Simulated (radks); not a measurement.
Effect of the nuclear size on the tantalum ion Ta3+, [Xe] 4f14 5d2. Calculated with a radial shooting solver on a logarithmic mesh with Libxc functionals: Dirac Kohn-Sham, relativistic LDA (MacDonald-Vosko exchange, VWN5 correlation), spin-unpolarised, spherical densities, finite nucleus; open shells are shared between the two j in proportion to 2j + 1; Fermi nuclear charge, rms radius 5.3507 fm. The rms radius is varied about that value; shifts are against it.

| rms radius (fm) | total energy shift (eV) | density at nucleus (e/bohr^3) | 1s1/2 shift (meV) | 2s1/2 shift (meV) | 5s1/2 shift (meV) | 5p1/2 shift (meV) | 5d5/2 shift (meV) | 6s1/2 (empty) shift (meV) |
|---|---|---|---|---|---|---|---|---|
| 4.3983 | -17.3 | 1.382e+06 | -6980 | -976 | -9.08 | 0.115 | 0.179 | -1.52 |
| 5.0029 | -6.58 | 1.323e+06 | -2660 | -371 | -3.45 | 0.044 | 0.068 | -0.576 |
| 5.3507 | 0 | 1.294e+06 | 0.000 | 0.000 | 0.000 | 0.000 | 0.000 | 0.000 |
| 5.8858 | 10.7 | 1.253e+06 | 4320 | 603 | 5.61 | -0.070 | -0.110 | 0.936 |
| 6.6456 | 27.0 | 1.203e+06 | 10900 | 1520 | 14.2 | -0.177 | -0.279 | 2.36 |

Slopes of the eigenvalues against <r^2> in GHz/fm^2, as finite differences over the two radii next to the reference (eigenvalue slopes, not the field-shift constants of lines): 1s1/2 175000, 2s1/2 24500, 5s1/2 228, 5p1/2 -2.87, 5d5/2 -4.48, 6s1/2 (empty) 38.0.
